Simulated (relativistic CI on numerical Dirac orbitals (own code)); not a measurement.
# Ligand-field terms of d5

Computed with a parametric ligand-field model of a d^n configuration (Racah B and C, spin-orbit zeta, crystal field), exact diagonalisation.

Field parameters in Wybourne normalisation: Oh B⁴₀ = 21Dq, B⁴₄ = √(5/14) B⁴₀. The field is a parameter set, without covalency.

B = 550 cm⁻¹, C = 2520 cm⁻¹ (C/B = 4.58), Oh, no spin-orbit coupling. Tanabe-Sugano data, E/B above the lowest term (Δ = |10Dq|; b, c mark the second and third term of a kind):

```csv
Δ/B,6A1,4T1,4T2,4T1(b),2T2,2A2
1.0,0.00,32.77,32.89,39.20,47.49,47.56
5.0,0.00,30.39,32.37,41.34,43.69,45.63
9.0,0.00,26.96,30.97,44.12,37.18,42.48
13.0,0.00,23.26,28.62,46.54,30.00,38.92
17.0,0.00,19.45,25.60,48.24,22.56,35.18
21.0,0.00,15.59,22.20,49.25,14.99,31.36
25.0,0.00,11.70,18.60,49.84,7.34,27.48
29.0,0.37,8.15,15.25,50.56,0.00,23.95
33.0,8.13,11.97,19.22,58.53,0.00,27.78
37.0,15.92,15.82,23.17,66.47,0.00,31.63
41.0,23.74,19.68,27.12,74.40,0.00,35.49
45.0,31.58,23.57,31.07,82.31,0.00,39.38
```

The ground term changes from 6A1 to 2T2 between Δ/B = 25.0 and 29.0.
